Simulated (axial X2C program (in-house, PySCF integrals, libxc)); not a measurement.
Photoelectron levels of GaBr by EOM-IP-CCSD

Computed with an in-house all-electron X2C program for linear molecules (integrals from PySCF): two-component X2C with atomic mean-field Coulomb and Gaunt terms, Gaussian nuclei, basis Br dyall-cv3z, Ga dyall-cv3z with contracted cores.

R = 2.278 Å (0.960 times 2.373 Å, the PBE0 minimum at charge 0 for the lowest determinant).

Vertical ionisation energies of GaBr to the states of GaBr⁺:

```tsv
Ω of GaBr⁺	vertical IE (eV)	above lowest (cm⁻¹)	ionised spinor	one-hole weight
1/2	9.531	0	38% Ga sσ, 31% Br pσ, 26% Ga pσ	0.96
3/2	10.658	9089	89% Br pπ	0.94
1/2	10.969	11597	88% Br pπ	0.94
1/2	13.988	35951	49% Br pσ, 44% Ga sσ	0.89
```

Problem. Take the first Ω = 1/2 and Ω = 3/2 rows of π character: how far apart are they, and which lies lower?

Solution. E(3/2) − E(1/2) = 9089 − 11597 = -2508 cm⁻¹ at EOM-IP-CCSD: inverted, Ω = 3/2 lower. Splittings at this level can be off by ten to twenty per cent.

This point took 22 s on 1 thread of Intel(R) Xeon(R) Processor @ 2.30GHz, with other jobs on the host.

Reference electrons by ω block (each with its −ω partner): 1/2: 22, 3/2: 9, 5/2: 2. 20 electrons of GaBr correlated (inner shells frozen), 94 natural virtual spinors (a truncated set); levels can be off by some tenths of an eV. Roots sought by Ω: (1/2: 4, 3/2: 3, 5/2: 1); rows need 60 % one-particle weight and stop where some Ω has no more roots. Missing are any skipped roots, higher Ω and states of a further excitation; these come out far too high here and may in truth be low or lowest. T1 of the reference 0.013 (Lee–Taylor). Number of frozen shells: Br 3 s, 2 p, 1 d; Ga 3 s, 2 p.
